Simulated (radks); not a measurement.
Initial-state core-level shifts of neutral cadmium when its valence configuration changes from [Kr] 4d10 5s2. Calculated with a radial shooting solver on a logarithmic mesh with Libxc functionals: scalar-relativistic Kohn-Sham, PBE, spin-polarised, spherical densities, point nucleus; open shells are filled with parallel spins first (spin-orbit coupling, left out, can overturn this in heavy ions). Shifts are changes of the shell-averaged eigenvalues in eV (positive: less bound).

| valence | 2s | 2p | 3p | 3d |
|---|---|---|---|---|
| 4d10 5s1 5p1 | -1.687 | -1.687 | -1.711 | -1.707 |
| 4d10 5s1.5 5p0.5 | -0.948 | -0.948 | -0.959 | -0.957 |
| 4d9 5s2 5p1 | -7.073 | -7.056 | -6.959 | -6.987 |
| 4d9 5s1 5p2 | -8.287 | -8.269 | -8.196 | -8.221 |
| 4d8 5s1 5p3 | -15.171 | -15.129 | -14.895 | -14.960 |
| 4d9.5 5s2 5p0.5 | -3.565 | -3.557 | -3.516 | -3.529 |
| 4d8 5s2 5p2 | -14.176 | -14.138 | -13.878 | -13.946 |
| 4d7 5s2 5p3 | -21.509 | -21.446 | -20.955 | -21.075 |
| 4d9.5 5s1 5p1.5 | -4.956 | -4.948 | -4.931 | -4.940 |
